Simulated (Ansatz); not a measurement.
Saddle point of CH₅In, singlet (CH₄ + InH → CH₃In ([CH3][In]) + H₂; bonds formed: In1–C4, H2–H3; bonds broken: In1–H3, H2–C4), PBE0-D4/def2-TZVP structure:

```
7
angstrom
In -1.7656 -0.8498 -0.3586
H 0.2316 -0.6824 -0.5564
H 0.0653 -1.4769 -1.1514
C 0.2249 0.5318 0.3753
H 0.0539 0.4783 1.4542
H 1.3078 0.4913 0.2180
H -0.1179 1.5077 0.0189
```

Energies are electronic, without zero-point energy. Barriers and step energies count from the start structure reached by relaxing down the imaginary mode; all methods use the PBE0-D4 structures, on which another method's saddle can fall below an end. Computed with Ansatz 0.2.0 (basis: def2-TZVPP, with def2-QZVPP for the basis limit); correlated methods freeze the cores. Filled d shells of the heavier atoms are correlated. Core potentials replace the inner electrons of the atoms past krypton. The def2 sets are not built for correlating such inner shells, so the correlated values are less sure here. B3LYP uses VWN-RPA correlation. Extrapolation: Hartree–Fock as exp(−7.88 √X), correlation as X^−2.97.

| method | barrier (kcal/mol) | step energy (kcal/mol) |
| --- | --- | --- |
| SPW92 | 22.33 | 10.83 |
| PBE-D4 | ? | 10.01 |
| BLYP-D4 | 32.97 | 10.26 |
| r2SCAN-D4 | 31.13 | 10.51 |
| B97M-V | 36.09 | 15.17 |
| PBE0-D4 | 33.36 | 11.24 |
| B3LYP-D4 | 36.00 | 11.38 |
| r2SCAN0-D4 | 34.50 | 11.39 |
| BHLYP-D4 | 41.29 | 12.86 |
| CAM-B3LYP-D4 | 37.89 | 12.25 |
| wB97X-V | 38.28 | 11.52 |
| wB97M-V | 37.35 | 11.10 |
| B2PLYP | 36.65 | 10.66 |
| PBE-QIDH | 35.96 | 10.65 |
| RPA on PBE | ? | 10.21 |
| HF | ? | 16.01 |
| MP2 | 35.07 | 8.05 |
| CCSD | 40.55 | 11.24 |
| CCSD(T) | 37.81 | 10.17 |

(1) Fill in the withheld barriers. (Judge from chemistry; the value comes from the calculation.)

T1 diagnostic: at most 0.016.

## Answers

(1) By the calculation: RPA on PBE 37.94; PBE-D4 29.06; HF 54.06 kcal/mol. Each is the energy of the saddle less that of the start structure, by the same method.

For comparison, the barrier by CCSD(T) at an estimated basis limit (MP2 extrapolated from triple and quadruple zeta, plus CCSD(T) − MP2 in triple zeta) is 36.34 kcal/mol.

Labels in which every atom is bracketed show which atoms are joined, not bond orders.

For scale, one of the runs: CCSD(T)/def2-TZVPP, 151 basis functions, launched by `ansatz run in.yaml --threads 2 --pin off --events-out ev --progress --plain --max-ram 4352MiB`. The run took 17 s on 2 CPU threads of an Arm Neoverse V2 (shared host), with 1.1 GiB of host memory at its peak.
